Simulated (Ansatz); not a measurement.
Basis sets compared for TiS₂⁻ (the lowest doublet isomer of a short search). The state is a doublet with charge -1. Geometry PBE-D4/def2-TZVPD. Ansatz on 4 threads of Arm Neoverse V2 on a shared host; times are rough, and most runs start from earlier orbitals.

```xyz
3

Ti   -0.460   -0.327   -0.471
S    -1.046    1.431    0.603
S     1.507   -1.104   -0.131
```

At PBE-D4/def2-SVPD, PBE-D4/def2-TZVPD the highest occupied level of the charge -1 doublet lies above zero (up to 0.12 eV). By energy differences its removal costs 2.39 eV (vertical, to the charge 0 singlet, at PBE0-D4/def2-TZVPD). The structure comes from a short search, and lower isomers may exist.

```csv
level,functions,energy (Eh),HOMO (eV),LUMO (eV),wall time
PBE-D4/def2-SVPD,88,-1645.0877,0.12,0.71,1.5 s
PBE0-D4/def2-SVPD,88,-1645.1496,-1.14,1.54,2.9 s
```

(1) Estimate the rows for PBE-D4/def2-TZVPD, PBE0-D4/def2-TZVPD.

## Answers

(1) 
```
             level  functions  energy (Eh)  HOMO (eV)  LUMO (eV)  wall time
 PBE-D4/def2-TZVPD        140   -1645.4591       0.11       0.69      2.5 s
PBE0-D4/def2-TZVPD        140   -1645.5174      -1.11       1.51        8 s
```
